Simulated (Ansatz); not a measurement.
Molecule: N-methyl-N-trichlorogermylmethanamine, C2H6Cl3GeN (charge 0, singlet). 
Coordinates optimised at B3LYP-D3(BJ)/def2-TZVP (Ansatz, a first-principles code):
```
N
C 1 1.4589
H 2 1.0889 1 110.52
H 2 1.0933 3 107.88 1 118.85
H 2 1.0976 3 108.70 4 117.03
C 1 1.4589 2 113.38 3 178.60
H 6 1.0889 1 110.52 2 -178.60
H 6 1.0933 7 107.88 1 -118.85
H 6 1.0976 7 108.70 8 -117.03
Ge 1 1.8142 2 117.34 3 -39.51
Cl 10 2.1440 1 109.32 2 49.81
Cl 10 2.1440 1 109.32 2 169.81
Cl 10 2.1662 1 113.99 2 -70.19
```

Property: atomisation energy (electronic, to ground-state atoms), in kcal/mol. Valence correlation only, unless marked. Open shells are spin-unrestricted. Spin-orbit coupling is left out. The frozen core is the preceding noble-gas configuration, with the filled d and f shells of earlier blocks. No relativistic terms. The coupled-cluster limit lacks core correlation, which all-electron functionals hold. Basis-set limits of correlation are two-point, X^-3; Hartree-Fock from the larger set.

```
level                        program  atomisation energy (kcal/mol)
--------------------  --------------  -----------------------------
revPBE-D4/def2-TZVPD  Ansatz + dftd4                         1085.3
```

**Question.** Predict the CCSD(T)/CBS(def2-TZVPP,def2-QZVPP) result (Ansatz).

**Answer.** 1091.3 kcal/mol
